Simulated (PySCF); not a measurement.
## Assignment exercise: C6H12N2Si

Bonds (- single, = double, # triple, : aromatic): C1#C2, C2-C3, C3-C4, C3-C5, C5=N6, N6-C7, C3-N8, N8-Si9. C1 carries H10; C4 carries H11, H12, H13; C5 carries H14; C7 carries H15, H16, H17; N8 carries H18; Si9 carries H19, H20, H21. Stereochemistry as in C#C[C@@](C)(/C=N\C)N[SiH3].

Fast rotation and ring inversion assumed for equivalent nuclei, in vacuum, relativity neglected, one computed conformer. Shieldings: GIAO PBE0/pcSseg-1; coordinates at the GFN2-xTB level; PySCF.

Shifts are taken against calculated references (same method and geometry level): ¹³C (186.93 ppm) and ¹H (31.72 ppm) against TMS.

**Question.** Assign these signals to the numbered atoms. ¹³C{¹H} NMR (computed): δ 167.9, 87.2, 84.4, 48.2, 44.9, 33.6.

**Answer.** 
```tsv
δ (ppm)	atoms	environment	reason
167.9	C5	C=N carbon	–
87.2	C2	alkyne carbon	the triple bond shields along its axis, which puts it between sp3 and sp2 carbons
84.4	C1	terminal alkyne carbon	sp carbons lie upfield of alkene carbons because the cylindrical π system leaves one tensor component strongly shielded
48.2	C3	propargylic fully substituted sp3 carbon bonded to N	the inductive effect lowers its shielding
44.9	C7	methyl carbon bonded to N	pulled downfield by the heteroatom
33.6	C4	methyl carbon	aliphatic region, no heteroatom directly attached
```

**Question.** Assign these signals to the numbered atoms. ¹H NMR (300 MHz, computed): δ 7.71 (s, 1H), 4.70 (s, 3H), 4.07 (s, 3H), 2.16 (s, 1H), 1.61 (s, 3H), -0.05 (br s, 1H).

**Answer.** 
7.71 → H14, hydrogen on a C=N carbon
4.70 → H19/H20/H21, hydrogen on a silicon bonded to N
4.07 → H15/H16/H17, hydrogen on a methyl carbon bonded to N: its carbon carries N, which withdraws density
2.16 → H10, hydrogen on a terminal alkyne carbon: it lies on the axis of the triple bond, in its shielding cone
1.61 → H11/H12/H13, hydrogen on a methyl carbon
-0.05 → H18, hydrogen on a nitrogen bonded to C, Si: exchangeable; this is the value without hydrogen bonding to other molecules

OH and NH positions are those of a molecule without intermolecular hydrogen bonds; in solution they move with solvent, concentration and temperature, and exchange usually removes their couplings. Shifts are as computed. Against solution values, carbons near 30 ppm lie about +3 ppm off and those near 130 ppm about +5 ppm. Of 1211 compounds with measured shifts, 218 miss one by over three times the rms of a fit or turn the order of signals round; such compounds aren't used in these exercises. Multiplicities follow the n + 1 count of equivalent neighbours, as no J values were calculated; m marks all less simple cases, F and P coupling included.
